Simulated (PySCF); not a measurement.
**Co²⁺: ionisation energy**

Co²⁺ [Ar] 3d7 (4F) → Co³⁺ [Ar] 3d6 (5D), as a difference of total energies. Calculation: PySCF 2.14, in aug-cc-pVTZ-DK; scalar relativity by spin-free X2C-1e. Correlated levels: valence: [Ar] frozen. The calculations carry no spin-orbit coupling.

```
           method  ionisation energy (eV)  difference from reference (eV)
              UHF                  31.199                          -2.301
    MP2 (valence)                  33.069                          -0.431
SCS-MP2 (valence)                  33.169                          -0.331
   CCSD (valence)                  32.908                          -0.592
CCSD(T) (valence)                  32.975                          -0.525
```

Reference: 33.5 ± 0.06 eV (semi-empirical (NIST evaluation); NIST Atomic Spectra Database, ionization energies).

The reference lies between the lowest fine-structure levels, while these numbers refer to the centres of the terms.

Errors of the correlated levels include the incompleteness of this basis and the frozen core.
